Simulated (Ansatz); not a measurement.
Breaking the Si1–H2 bond in BrHSi (SMILES [SiH]Br) (multiplicity 1 held, fragments rigid). Energies count from the point at 1.524 Å.
Geometry at that point (charge 0, multiplicity 1):
```xyz
3

Si    -0.897    -0.761     1.062
H     -1.893    -1.229     0.008
Br     0.413     0.340    -0.425
```

R- and RO- levels are restricted; in cc, def2 and unpolarised 6-31G sets they are followed outwards from rest. U- levels take the lowest unrestricted solution at each point, which mixes spins at long bonds. Levels need not reach the same state.

Frozen-core correlation. Filled d and f shells under p-block atoms count as core.

Programs: Ansatz (Gaussian orbitals). 

Problem. One of these levels gives 446.5 kJ/mol for the energy at R = 4.877 Å. Name it.
A) R-HF/def2-TZVPP
B) R-MP2/def2-TZVPP
C) R-PBE/def2-TZVPP
D) U-wB97X-V/def2-TZVPP

Solution. B, R-MP2/def2-TZVPP. The others give 606.1 (R-HF/def2-TZVPP), 398.5 (R-PBE/def2-TZVPP), 318.6 (U-wB97X-V/def2-TZVPP)

Doubts at one or more of the structures used: a restricted determinant that unrestricted orbitals would lower (R-HF/def2-TZVPP, R-PBE/def2-TZVPP, R-MP2/def2-TZVPP); a spin-contaminated determinant (U-wB97X-V/def2-TZVPP).

Ansatz is a program for electronic structure.
